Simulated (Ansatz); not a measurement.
Isolated molecules relaxed with PBE0-D4/def2-TZVP in Ansatz; ΔE leaves out vibrations. CCSD(T)/CBS is the MP2 limit (def2-TZVPP, def2-QZVPP) plus CCSD(T) − MP2 in def2-TZVPP, frozen cores. This one scheme is used for every species. DFT in def2-TZVPP. def2 core potentials past Kr. For Sn outer-core shells are correlated without core-valence functions, which leaves a few kJ/mol of doubt a bond.

Consider the ligand exchange at the Sn–S bond: `[AlH2][S][SnH3]` + H–F → `[F][SnH3]` + `[AlH2][SH]`.

```csv
level,ΔE (kJ/mol)
B2PLYP,4.5
revPBE,2.5
r2SCAN,6.1
PBE0,13.6
CCSD/def2-SVP,4.4
MP2/def2-TZVPP,25.7
HF/def2-QZVPP,-5.0
MP2/CBS(def2),28.6
```

(1) What does CCSD(T)/CBS give? (Estimate.)

Largest T1 diagnostic among the species: 0.014.

Answers

(1) Computed: +20.3 kJ/mol. The listed levels differ from it by -15.8, -17.8, -14.2, -6.7, -15.9, 5.4, -25.3, 8.3 kJ/mol.

From PBE to PBE0 (25 % exact exchange), in def2-TZVPP and without D4, ΔE moves by +7.4 kJ/mol. In def2-TZVPP, CCSD(T) changes the Hartree–Fock value by +19.5 kJ/mol (the triples alone add +3.0 kJ/mol) and MP2 by +27.8 kJ/mol.
